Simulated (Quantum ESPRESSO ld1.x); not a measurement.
Question: All-electron atom: Bi5+ in [Xe] 4f14 5d10 (the NIST ground configuration). Method: scalar-relativistic Kohn-Sham, LDA (Slater exchange, VWN5 correlation), spin-polarised, spherical densities, point nucleus; computed with ld1.x of Quantum ESPRESSO 7.5. Some entries of the table are withheld. Estimate them.

orbital,occ.,eigenvalue (eV),<r^2> (bohr^2),<r> (bohr)
1s,2,-90674.1,0.0003463,(1)
2s,2,(2),0.005246,0.06650
2p,6,-13986.6,0.004488,0.06056
3s,2,-3985.55,0.03373,0.1717
3p,6,-3313.93,0.03505,0.1738
3d,10,-2639.10,0.02903,0.1575
4s,2,-956.636,0.1606,0.3772
4p,6,-736.560,0.1843,0.4028
4d,10,-485.208,0.2061,0.4227
5s,2,-212.918,0.7693,0.8289
4f,14,-208.232,0.2319,0.4408
5p,6,-150.666,1.003,0.9437
5d,10,-80.9380,1.625,1.192
6s,0,-62.7522,(3),1.884
6p,0,-47.9520,5.463,2.217

Answer: 
(1) 1s <r> (bohr): 0.01579
(2) 2s eigenvalue (eV): -16338.3
(3) 6s <r^2> (bohr^2): 3.939
